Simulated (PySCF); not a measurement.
**From computed data to an observable: oscillator strength and radiative lifetime**

C2H11NSi3, SMILES [SiH3][C@H]1N(C[SiH2]1)[SiH3].

The structure is a stationary point at PBE-D3(BJ)/def2-SVP. The structure was generated by enumeration; whether it is a known compound was not checked.

TDA-ωB97X/def2-SVPD run with PySCF 2.14.0 puts the first singlet state with f over 0.02 at 6.75 eV (vertical), with the transition dipole (-0.468, 0.002, -0.106) in atomic units.

Question: Find the oscillator strength, the wavelength and the radiative lifetime that this transition would have in vacuum if emission retraced absorption.

Answer: 
|μ|² = 0.2303 au, so |μ| = 1.22 D. ΔE = 6.75/27.211 = 0.2481 hartree. f = (2/3) ΔE |μ|² = 0.038 (the program prints 0.038).
λ = 1239.84/6.75 = 184 nm; ν = 54442 cm⁻¹.
Einstein's coefficient A = 0.6670 ν² f s⁻¹ (ν in cm⁻¹) = 7.5e7 s⁻¹, so τ = 1/A = 13 ns. This state is S3; the lower singlets have f = 0.010, 0.001. The figure is the radiative limit of this one transition; relaxation, internal conversion, crossing to triplets and a medium change what is measured.
